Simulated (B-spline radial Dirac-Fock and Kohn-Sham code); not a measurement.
**Binding energies of Lu⁶⁷⁺ at several levels of theory**

System: the Lu⁶⁷⁺ ion, [He] 2s2.

The density-functional columns are spherical, spin-unpolarised Dirac-Kohn-Sham results without Breit or QED terms: −ε is minus the orbital energy of the initial state and ΔSCF the difference of two total energies. The reference in the last column comes from ΔSCF Dirac-Fock with Breit, self-energy and vacuum polarisation, finite nucleus, configuration average. All numbers are from an atomic code on a B-spline grid, in eV; a selection of levels is shown. For the 1s level of heavy atoms much of the gap between ΔSCF and the reference is the Breit and QED part, -258.8 eV here; for other levels the error of the functional can be larger.

```csv
level,LDA −ε,LDA ΔSCF,Dirac-Fock
1s,71121.6,71718.7,71446.2
2s,17512.3,17655.6,17607.2
```

For the outermost level NIST gives 17610 ± 40 eV (theoretical); the differences from it are LDA −ε -97.69, LDA ΔSCF +45.61, Dirac-Fock -2.83 eV.

Values without a named source are computed, but for edge energies of neutral atoms, which are taken from tables.
